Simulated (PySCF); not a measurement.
## `C1/C(C#C)=C/CCCCC1`, C₁₀H₁₄

Geometry:
| atom | x (Å) | y (Å) | z (Å) |
| --- | --- | --- | --- |
| C1 | 2.912 | 1.989 | -2.000 |
| C2 | 2.331 | 1.755 | -0.958 |
| C3 | 1.645 | 1.549 | 0.277 |
| C4 | 1.622 | 0.348 | 0.893 |
| C5 | 1.837 | -0.934 | 0.182 |
| C6 | 0.430 | -1.356 | -0.313 |
| C7 | -0.386 | -0.259 | -1.018 |
| C8 | -1.122 | 0.789 | -0.138 |
| C9 | -0.645 | 2.251 | -0.179 |
| C10 | 0.611 | 2.569 | 0.659 |
| H11 | 3.431 | 2.188 | -2.919 |
| H12 | 1.076 | 0.291 | 1.843 |
| H13 | 2.508 | -0.792 | -0.680 |
| H14 | 2.260 | -1.728 | 0.818 |
| H15 | 0.548 | -2.213 | -0.998 |
| H16 | -0.152 | -1.736 | 0.546 |
| H17 | -1.148 | -0.780 | -1.620 |
| H18 | 0.256 | 0.256 | -1.752 |
| H19 | -1.148 | 0.443 | 0.911 |
| H20 | -2.179 | 0.802 | -0.452 |
| H21 | -0.451 | 2.534 | -1.228 |
| H22 | -1.466 | 2.903 | 0.164 |
| H23 | 0.938 | 3.605 | 0.478 |
| H24 | 0.375 | 2.469 | 1.731 |

Method used: PySCF 2.14.0, quadratic response CAM-B3LYP/def2-SVPD first hyperpolarisability, Taylor convention, gas phase. Geometry: PBE0-D3(BJ)/def2-SVP.

Problem. Give the tensor of the static β(0;0,0) in the axes of these coordinates.

Solution. In au, Taylor convention; rows are the first index (the induced dipole):
|  | xx | yy | zz | xy | xz | yz |
| --- | --- | --- | --- | --- | --- | --- |
| x | -10.2 | -32.1 | -28.6 | -20.4 | +10.5 | +29.3 |
| y | -20.4 | -9.6 | -1.3 | -32.1 | +29.3 | -11.7 |
| z | +10.5 | -11.7 | -4.9 | +29.3 | -28.6 | -1.3 |

Norm of βᵢ = ⅓ Σⱼ (βᵢⱼⱼ + βⱼᵢⱼ + βⱼⱼᵢ): 77.8 au, hyper-Rayleigh value 41.1 au.
